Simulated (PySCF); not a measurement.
# Worked example: oscillator strength and radiative lifetime

Ta(S)(F)(OH)2 (FH2O2STa), SMILES [OH][Ta]([OH])(=[S])[F], multiplicity 1.

Coordinates come from a B3LYP-D3(BJ)/def2-SVP optimisation. The multiplicity is an assumed one; no other spin state was optimised. The structure was generated by enumeration; whether it is a known compound was not checked. The def2 effective core potentials stand for the cores of Ta; spin–orbit coupling is left out. Other conformers were not sampled.

TDDFT-PBE/def2-SVPD run with PySCF 2.14.0 puts the first singlet state with f over 0.02 at 5.06 eV (vertical), with the transition dipole (-0.543, -0.031, 0.000) in atomic units.

**Question.** Find the oscillator strength, the wavelength and the radiative lifetime that this transition would have in vacuum if emission retraced absorption.

**Answer.** 
|μ|² = 0.2958 au, so |μ| = 1.38 D. ΔE = 5.06/27.211 = 0.1860 hartree. f = (2/3) ΔE |μ|² = 0.037 (the program prints 0.037).
λ = 1239.84/5.06 = 245 nm; ν = 40812 cm⁻¹.
Einstein's coefficient A = 0.6670 ν² f s⁻¹ (ν in cm⁻¹) = 4.1e7 s⁻¹, so τ = 1/A = 25 ns. This state is S4; the lower singlets have f = 0.000, 0.003, 0.001. The figure is the radiative limit of this one transition; relaxation, internal conversion, crossing to triplets and a medium change what is measured.
